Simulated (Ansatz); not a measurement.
Input and output for CH$_{5}$GaO$_{2}$Si (`[SiH3][Ga]1[O]C[O]1`).

```yaml
crystal:
  periodic: [false, false, false]
  atoms:
    - {symbol: Si, position_ang: [-2.261952, -0.490370, -0.546391]}
    - {symbol: Ga, position_ang: [-0.001674, 0.003379, -0.001078]}
    - {symbol: O, position_ang: [1.688149, -0.126006, -0.665867]}
    - {symbol: C, position_ang: [2.167395, 0.471151, 0.523243]}
    - {symbol: O, position_ang: [1.025577, 0.719348, 1.320260]}
    - {symbol: H, position_ang: [-3.151171, 0.445746, 0.184740]}
    - {symbol: H, position_ang: [-2.449442, -0.336954, -2.010346]}
    - {symbol: H, position_ang: [-2.556818, -1.888182, -0.142783]}
    - {symbol: H, position_ang: [2.854379, -0.210867, 1.042810]}
    - {symbol: H, position_ang: [2.685538, 1.412776, 0.295411]}
basis:
  gaussian: {orbitals: def2-mTZVPP}
magnetization: {spin_polarized: true, initial_magnetization: 0}
hamiltonian: {xc: {name: PBE-QIDH}}
```

```sh
$ ansatz run in.yaml --threads 4 --pin off --events-out ev --progress --plain --max-ram 10444MiB
```

Output, abridged:

```
Functional definition: PBE-QIDH
1431 factors; integrals over basis functions are off by at most 1.5e-3 eV
mean field evaluation 1: about -65426.4708 eV, gradient 3.9e1 eV
mean field evaluation 2: about -65426.4745 eV, gradient 3.9e1 eV
mean field evaluation 4: about -65432.3192 eV, gradient 2.2e0 eV
mean field evaluation 8: about -65432.3493 eV, gradient 2.9e-2 eV
mean field evaluation 16: about -65432.3493 eV, gradient 3.2e-5 eV
mean field -65432.34927491 eV, -2404.5944842137 hartree, gradient 5.3e-6 eV, S^2 0.000000; 0 other end points of the search recorded, 0 dependent functions left out
17 core orbitals not correlated: weight in the atoms' cores, before any rotation towards them, 1.000 or more for the frozen orbitals, at most 0.000 for the correlated occupied ones
reference -65432.34928842 eV, -2404.5944847101 hartree; 19, 19 occupied and 119, 119 virtual orbitals, 1431 factors
second order -26.53900121 eV of doubles, -0.00000000 eV of singles
Total energy: -65441.19562216 eV, -2404.9195814787 hartree
```

It took 1.9 s on 4 threads of an AMD EPYC 9R45 on a shared host, with 0.57 GiB of host memory at the peak.
